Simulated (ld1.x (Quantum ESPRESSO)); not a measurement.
## Logarithmic derivatives: scandium, TM

ld1.x (Quantum ESPRESSO) 7.5 input, shortened:

```
&input
   title='Sc', zed=21., rel=1, dft='PZ', iswitch=3,
   config='[Ar] 3d1 4s2 4p0'
 /
 &inputp
   pseudotype=2, tm=.true., lloc=2,
   nlcc=.false.
 /
3
3S  1  0   2.00   0.00  1.10  1.10  0.0
3P  2  1   6.00   0.00  1.50  1.50  0.0
3D  3  2   1.00   0.00  2.10  2.10  0.0
 &test
   configts(1)='3s2 3p6 3d1 4s2 4p0'
 /
```

Occupied shells without a wave of their own: 4s. They enter only through the test configuration that unscreens the potential.

The phase is arctan(r·u′/u) with u = r·R(r), unwrapped; energies in Ry, scanned from -6 to 5 Ry. A pole is an energy at which the radial function vanishes at the test radius. The pseudo phase is shifted by a multiple of π to meet the all-electron one at the reference energy, and phase errors are pseudo minus all-electron; the curves can meet again beyond the range given. Levels narrower than the energy grid can be missing from the lists of poles.

```json
{"channel": "s", "radius (bohr)": "2.31", "reference energy (Ry)": "-4.02", "poles, all-electron": "-3.89, 4.43", "poles, pseudo": "-3.89, 2.94", "unbroken range about the reference energy with phases within 0.05 rad": "below 0.6", "phase error 1 Ry above the reference energy (rad)": "+0.004"}
{"channel": "p", "radius (bohr)": "2.31", "reference energy (Ry)": "-2.47", "poles, all-electron": "-2.24", "poles, pseudo": "-2.24", "unbroken range about the reference energy with phases within 0.05 rad": "below 0.3", "phase error 1 Ry above the reference energy (rad)": "+0.007"}
{"channel": "d", "radius (bohr)": "2.31", "reference energy (Ry)": "-0.25", "poles, all-electron": "0.33", "poles, pseudo": "0.36", "unbroken range about the reference energy with phases within 0.05 rad": "below 1.3", "phase error 1 Ry above the reference energy (rad)": "+0.023"}
```

Phases in the d channel:

```json
{"E (Ry)": "-6.00", "all-electron": "1.393", "pseudo": "1.394"}
{"E (Ry)": "-5.74", "all-electron": "1.389", "pseudo": "1.390"}
{"E (Ry)": "-5.48", "all-electron": "1.384", "pseudo": "1.385"}
{"E (Ry)": "-5.22", "all-electron": "1.380", "pseudo": "1.381"}
{"E (Ry)": "-4.96", "all-electron": "1.374", "pseudo": "1.376"}
{"E (Ry)": "-4.70", "all-electron": "1.369", "pseudo": "1.370"}
{"E (Ry)": "-4.44", "all-electron": "1.363", "pseudo": "1.364"}
{"E (Ry)": "-4.18", "all-electron": "1.356", "pseudo": "1.358"}
{"E (Ry)": "-3.92", "all-electron": "1.349", "pseudo": "1.350"}
{"E (Ry)": "-3.66", "all-electron": "1.340", "pseudo": "1.342"}
{"E (Ry)": "-3.40", "all-electron": "1.331", "pseudo": "1.333"}
{"E (Ry)": "-3.14", "all-electron": "1.320", "pseudo": "1.323"}
{"E (Ry)": "-2.88", "all-electron": "1.308", "pseudo": "1.311"}
{"E (Ry)": "-2.62", "all-electron": "1.293", "pseudo": "1.296"}
{"E (Ry)": "-2.36", "all-electron": "1.276", "pseudo": "1.279"}
{"E (Ry)": "-2.10", "all-electron": "1.254", "pseudo": "1.258"}
{"E (Ry)": "-1.84", "all-electron": "1.226", "pseudo": "1.231"}
{"E (Ry)": "-1.58", "all-electron": "1.189", "pseudo": "1.195"}
{"E (Ry)": "-1.32", "all-electron": "1.134", "pseudo": "1.142"}
{"E (Ry)": "-1.06", "all-electron": "1.046", "pseudo": "1.055"}
{"E (Ry)": "-0.80", "all-electron": "0.873", "pseudo": "0.884"}
{"E (Ry)": "-0.54", "all-electron": "0.416", "pseudo": "0.427"}
{"E (Ry)": "-0.28", "all-electron": "-0.671", "pseudo": "-0.671"}
{"E (Ry)": "-0.02", "all-electron": "-1.297", "pseudo": "-1.292"}
{"E (Ry)": "0.24", "all-electron": "-1.522", "pseudo": "-1.511"}
{"E (Ry)": "0.50", "all-electron": "-1.637", "pseudo": "-1.621"}
{"E (Ry)": "0.76", "all-electron": "-1.715", "pseudo": "-1.692"}
{"E (Ry)": "1.02", "all-electron": "-1.780", "pseudo": "-1.747"}
{"E (Ry)": "1.28", "all-electron": "-1.843", "pseudo": "-1.797"}
{"E (Ry)": "1.54", "all-electron": "-1.911", "pseudo": "-1.846"}
{"E (Ry)": "1.80", "all-electron": "-1.996", "pseudo": "-1.901"}
{"E (Ry)": "2.06", "all-electron": "-2.111", "pseudo": "-1.964"}
{"E (Ry)": "2.32", "all-electron": "-2.284", "pseudo": "-2.045"}
{"E (Ry)": "2.58", "all-electron": "-2.563", "pseudo": "-2.154"}
{"E (Ry)": "2.84", "all-electron": "-3.004", "pseudo": "-2.309"}
{"E (Ry)": "3.10", "all-electron": "-3.524", "pseudo": "-2.544"}
{"E (Ry)": "3.36", "all-electron": "-3.920", "pseudo": "-2.893"}
{"E (Ry)": "3.62", "all-electron": "-4.162", "pseudo": "-3.326"}
{"E (Ry)": "3.88", "all-electron": "-4.311", "pseudo": "-3.719"}
{"E (Ry)": "4.14", "all-electron": "-4.409", "pseudo": "-3.995"}
{"E (Ry)": "4.40", "all-electron": "-4.478", "pseudo": "-4.175"}
{"E (Ry)": "4.66", "all-electron": "-4.529", "pseudo": "-4.296"}
{"E (Ry)": "4.92", "all-electron": "-4.570", "pseudo": "-4.381"}
```
